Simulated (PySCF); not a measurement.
Species: C6H11FP2.
Z-matrix (Å and degrees, PBE0-D3(BJ)/def2-SVP geometry), rows numbered from 1:
```
C 
C   1  1.5016
P   2  1.6819  1  122.33
P   3  2.3131  2  128.60  1    70.35
C   3  1.8020  2  114.03  1   -56.07
C   5  1.3371  3  108.45  2  -102.59
F   6  1.3238  5  123.92  3   177.11
C   6  1.4977  5  119.77  3    -0.32
C   8  1.5340  6  107.26  5   -16.02
H   1  1.1080  2  114.91  3   -86.77
H   1  1.1035  2  111.66  3    35.10
H   1  1.1034  2  110.32  3   152.88
H   2  1.0981  1  117.58  3   147.63
H   4  1.4309  3   90.70  2   -49.80
H   4  1.4314  3   91.94  2    42.84
H   5  1.0898  3  127.23  2    74.08
H   8  1.1035  6  108.33  5   104.39
H   8  1.1012  6  110.40  5  -138.76
H   9  1.1008  3  108.69  2  -144.84
H   9  1.0979  3  110.00  2   -25.60
```

Computed with PySCF at PBE0/pcSseg-1, non-relativistic, on one gas-phase PBE0-D3(BJ)/def2-SVP geometry that isn't relaxed in the solvent. The solvent is an IEF-PCM continuum (Bondi radii, 1.10 Å for H, scaled by 1.2). Specific hydrogen bonds and non-electrostatic terms are outside this model.

Gas phase at PBE0/pcSseg-1: HOMO -4.87 eV, LUMO -0.45 eV, dipole 1.43 D.

Question: What does the continuum do to the energy, the frontier levels and the dipole at PBE0/pcSseg-1 in chloroform and acetonitrile?

Answer: 
```json
{"solvent": "chloroform", "ε": "4.711", "E(solvent) − E(gas) (kcal/mol)": "-4.25", "polarisation term (kcal/mol)": "-4.65", "distortion of the solute (kcal/mol)": "0.40", "HOMO (eV)": "-4.91", "LUMO (eV)": "-0.29", "dipole (D)": "1.73"}
{"solvent": "acetonitrile", "ε": "35.69", "E(solvent) − E(gas) (kcal/mol)": "-6.01", "polarisation term (kcal/mol)": "-6.84", "distortion of the solute (kcal/mol)": "0.83", "HOMO (eV)": "-4.95", "LUMO (eV)": "-0.26", "dipole (D)": "1.84"}
```

Polarisation term: ½ Σ q·V over the induced surface charges. Distortion: the rise of the solute's own energy as its density leaves the gas-phase optimum. From chloroform to acetonitrile the lowering changes by a factor 1.41, Onsager's factor (ε − 1)/(2ε + 1) by 1.35 and ε itself by 7.6.

Question: Which radius a makes the point-dipole formula ΔE = −[(ε − 1)/(2ε + 1)]·μ²/a³ give the value in acetonitrile, with the gas-phase dipole?

Answer: μ = 0.562 au and |ΔE| = 0.00957 Eh give a = 1.33 Å; the farthest nucleus lies 3.55 Å from the centroid of the nuclei, so such a sphere wouldn't even hold the nuclei. The formula assumes a rigid point dipole at the centre of a sphere.

Question: Which IAO charges (PBE0/pcSseg-1) respond most in acetonitrile (means over atoms taken as equivalent)?

Answer: 
| atoms | environment | gas (e) | solvent (e) | change |
| --- | --- | --- | --- | --- |
| C2 | carbon bonded to C, P and H | -0.687 | -0.719 | -0.032 |
| P4 | three-coordinate phosphorus | -0.150 | -0.170 | -0.020 |
| H18 | methylene hydrogen | +0.160 | +0.172 | +0.012 |
| H14/H15 | P–H hydrogen | -0.006 | +0.005 | +0.011 |
| P3 | phosphorus bonded to 3 C and P | +1.009 | +1.019 | +0.010 |
| H16 | vinylic hydrogen | +0.178 | +0.188 | +0.010 |
| H19 | methylene hydrogen | +0.155 | +0.164 | +0.009 |
| C5 | alkene CH carbon | -0.468 | -0.476 | -0.008 |

Question: Which Mayer bond orders change most in acetonitrile?

Answer: 
```tsv
bond	length (Å)	gas	solvent	change
C6–F7	1.324	0.977	0.964	-0.013
C2–P3	1.682	1.462	1.449	-0.013
C1–C2	1.502	1.059	1.050	-0.009
P3–P4	2.313	0.802	0.810	+0.008
C5–C6	1.337	1.823	1.816	-0.007
P3–C5	1.802	0.922	0.928	+0.006
C9–P3	1.838	0.926	0.932	+0.006
C8–H18	1.101	0.930	0.925	-0.005
```
